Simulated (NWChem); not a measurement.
# Plane-wave run on Se (space group P3_121)

```
CELL_PARAMETERS angstrom
      4.50482     0.00000     0.00000
     -2.25241     3.90129     0.00000
      0.00000     0.00000     4.97880
ATOMIC_POSITIONS crystal
  Se 0.21789 0.00000 0.33333
  Se 0.00000 0.21789 0.66667
  Se 0.78211 0.78211 0.00000
```

All runs are NWChem calculations. Origin of the cell: Materials Project cell, not relaxed here.

Norm-conserving pseudopotentials with valence charges Se 6, fixed occupations, no spin-orbit coupling, density cut at twice the wavefunction cutoff.

The filled d shells of Se are in the core.

The program generates the PBEsol runs' potentials with LDA.

Level: PBEsol, Troullier-Martins, cutoff 20 Ha, density from a 3×3×3 mesh. Bands run along Γ–M–K–Γ–A–L–H–A with k in units of the cell's reciprocal vectors.

What gap does the band structure show, and how wide is the group of occupied bands?

It shows an indirect gap along this path of 1.03 eV from L to H (smallest direct gap on this path 1.26 eV). The 9 occupied bands reach 15.6 eV below the valence-band top.
